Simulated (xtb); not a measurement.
BrF₂GeH₂N, SMILES [NH2][Ge]([F])([F])[Br]. All values are semi-empirical tight-binding results from xtb (GFN2-xTB unless named), good for trends rather than for accurate numbers. The structure is a stationary point at GFN2-xTB. This is a generated structure with no PubChem entry under its InChIKey; it may be hypothetical. Other conformers were not sampled.

Optimised geometry:

Bonded distances (Å): N1–Ge2 1.787, N1–H6 1.009, N1–H7 1.010, Ge2–F3 1.721, Ge2–F4 1.723, Ge2–Br5 2.265. Bond angles (°): Ge2–N1–H6 119.0, Ge2–N1–H7 117.4, H6–N1–H7 110.7, N1–Ge2–F3 107.6, N1–Ge2–F4 106.3, N1–Ge2–Br5 120.9, F3–Ge2–F4 104.6, F3–Ge2–Br5 107.0, F4–Ge2–Br5 109.3.

For metal compounds this method's bond lengths and energies can be far off.

```yaml
orbital_gap: 5.20 eV
zero_point_energy: 17.6 kcal/mol
G − E(el) at 298.15 K (modified RRHO): -4.2 kcal/mol
```

Computed atomic charges and the Wiberg bond orders between heavy atoms:
charges (e) N1 -0.33, Ge2 0.46, F3 -0.24, F4 -0.25, Br5 -0.05, H6 0.20, H7 0.21. Bond orders N1–Ge2 1.09, Ge2–F3 1.06, Ge2–F4 1.06, Ge2–Br5 1.07.
